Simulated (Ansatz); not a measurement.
`CS[SiH2]O` + H₂ → `CS[SiH3]` + H₂O at 600 K and 1 bar (hydrogenolysis of the Si–O bond).

Isolated molecules relaxed with PBE0-D4/def2-TZVP in Ansatz; ΔE leaves out vibrations. CCSD(T)/CBS adds triple-zeta CCSD(T) − MP2 to the extrapolated MP2 energy (def2 sets, frozen cores). This one scheme is used for every species. One conformer a species, not always the lowest.

```tsv
species	CCSD(T)/CBS energy (Eh)	H − E (kJ/mol)	S (J/(mol·K))
`CS[SiH2]O`	-803.76359	244.6	426.3
H₂	-1.17544	43.9	150.8
`CS[SiH3]`	-728.52947	217.4	385.5
H₂O	-76.37941	76.8	212.8
```

H − E and S are ideal-gas, rigid-rotor, harmonic terms from PBE0-D4/def2-TZVP, for one conformer and one mirror image of each species. The MP2-based limit puts H₂ 0.8 mEh under its directly extrapolated value; such offsets cancel only in part. 1 Eh = 2625.50 kJ/mol, R = 8.31446 J/(mol·K).

Problem. By hand: ΔE, ΔH, ΔS and ΔG.

Solution. ΔE = (-728.52947) + (-76.37941) − (-803.76359) − (-1.17544) = 0.03015 Eh = 79.2 kJ/mol. Δ(H − E) = 217.4 + 76.8 − 244.6 − 43.9 = 5.7, so ΔH = 84.9 kJ/mol. ΔS = 385.5 + 212.8 − 426.3 − 150.8 = 21.2 J/(mol·K). ΔG = 84.9 − 600 × (21.2)/1000 = 72.2 kJ/mol.

Problem. By hand: the equilibrium constant, and the temperature at which ΔG would vanish if ΔH and ΔS stayed fixed.

Solution. log₁₀ K = −ΔG/(RT ln 10) = -6.3. ΔG = 0 at ΔH/ΔS = 4005 K, far beyond where these terms or the molecules hold.

ΔH outweighs TΔS. A doubt of 5 kJ/mol in ΔE shifts log₁₀ K by 0.4 here. Other conformers and mirror images would add mixing entropy, several J/(mol·K) or more a flexible species. These are equilibria of isolated gas molecules and say nothing of rates. Largest T1 diagnostic: 0.011 (customary marks: 0.02 for closed shells, 0.045 for open ones).
